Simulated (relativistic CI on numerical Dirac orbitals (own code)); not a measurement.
## Slater and spin-orbit integrals, Ce XLII

Calculated at this level of theory: Dirac-Coulomb-Breit CI, KLI orbitals optimised for each configuration, QED by a radiative potential, unscaled Slater integrals (own radial code, finite nucleus).

Slater integrals F^k, G^k are unscaled and averaged over j, outside the closed core [Ne]; ζ comes from projecting the Hamiltonian with its Breit term on Σ l·s of the shell.

- 3s2 3p5: ζ(3p) = 588280 cm⁻¹; <r>(3p) = 0.2479, <r^2>(3p) = 0.07102 (bohr units).
- 3s2 3p4 3d: F^2(3p,3p) = 397310, ζ(3p) = 587630, F^2(3p,3d) = 399910, G^1(3p,3d) = 419190, G^3(3p,3d) = 282320, ζ(3d) = 79509 cm⁻¹; <r>(3p) = 0.2482, <r^2>(3p) = 0.07115, <r>(3d) = 0.2196, <r^2>(3d) = 0.05571 (bohr units).
- 3s 3p5 3d: G^1(3s,3p) = 502250, ζ(3p) = 587440, G^2(3s,3d) = 315140, F^2(3p,3d) = 399680, G^1(3p,3d) = 419090, G^3(3p,3d) = 282210, ζ(3d) = 79926 cm⁻¹; <r>(3s) = 0.2551, <r^2>(3s) = 0.07419, <r>(3p) = 0.2483, <r^2>(3p) = 0.07124, <r>(3d) = 0.2198, <r^2>(3d) = 0.05581 (bohr units).

Averages of the first 10 configurations, taken without configuration mixing, which lowers the lowest level and can move excited configurations by several eV; other configurations of the list can lie among them:

```json
{"Configuration": "3s2 3p5", "Parity": "odd", "States": "6", "Average energy above the lowest level (eV)": "45.1"}
{"Configuration": "3s 3p6", "Parity": "even", "States": "2", "Average energy above the lowest level (eV)": "267.5"}
{"Configuration": "3s2 3p4 3d", "Parity": "even", "States": "150", "Average energy above the lowest level (eV)": "278.5"}
{"Configuration": "3s 3p5 3d", "Parity": "odd", "States": "120", "Average energy above the lowest level (eV)": "493.5"}
{"Configuration": "3p6 3d", "Parity": "even", "States": "10", "Average energy above the lowest level (eV)": "725.7"}
{"Configuration": "3s 3p4 3d2", "Parity": "even", "States": "1350", "Average energy above the lowest level (eV)": "726.2"}
{"Configuration": "3s2 3p3 3d 4p", "Parity": "even", "States": "1200", "Average energy above the lowest level (eV)": "1789.3"}
{"Configuration": "3p6 4s", "Parity": "even", "States": "2", "Average energy above the lowest level (eV)": "1924.1"}
{"Configuration": "3s 3p4 3d 4s", "Parity": "even", "States": "600", "Average energy above the lowest level (eV)": "1914.7"}
{"Configuration": "3s2 3p4 4s", "Parity": "even", "States": "30", "Average energy above the lowest level (eV)": "1474.2"}
```
